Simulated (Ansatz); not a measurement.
A made-up structure of CHISi, closed shell:

| atom | x (Å) | y (Å) | z (Å) |
| --- | --- | --- | --- |
| Si1 | 0.6440 | 1.5686 | 0.1963 |
| C2 | -0.0083 | 0.0016 | -0.3858 |
| I3 | -0.3047 | -0.8167 | 1.2224 |
| H4 | -0.3311 | -0.7535 | -1.0330 |

It is relaxed with PBE-D4/def2-SVP and then PBE0-D4/def2-TZVP (Ansatz 0.2.0). Atoms count as bonded within 1.22 times the sum of their covalent radii (H–H: 0.88 Å). The end point is not checked to be a true minimum.

Problem. Does its bonding change? (Judge from chemistry; the calculation decides.)

Solution. The calculation gives: No: no bond forms or breaks.

Where it ends: The first stage lowers the energy by 1.65 eV in 7 steps. It ends as CHISi ([CH]1[Si][I]1):
Si1  (0.596, 1.450, 0.210)
C2  (-0.006, 0.013, -0.476)
I3  (-0.288, -0.794, 1.523)
H4  (-0.302, -0.669, -1.258)
(Å)

Labels in which every atom is bracketed show which atoms are joined, not bond orders.

For scale, one of the runs: PBE0-D4/def2-TZVP relaxation, 124 basis functions, launched by `ansatz run in.yaml --threads 2 --pin off --events-out ev --progress --plain --max-ram 4352MiB`. The run took about 15 s on 2 CPU threads of an Arm Neoverse V2 (shared host).
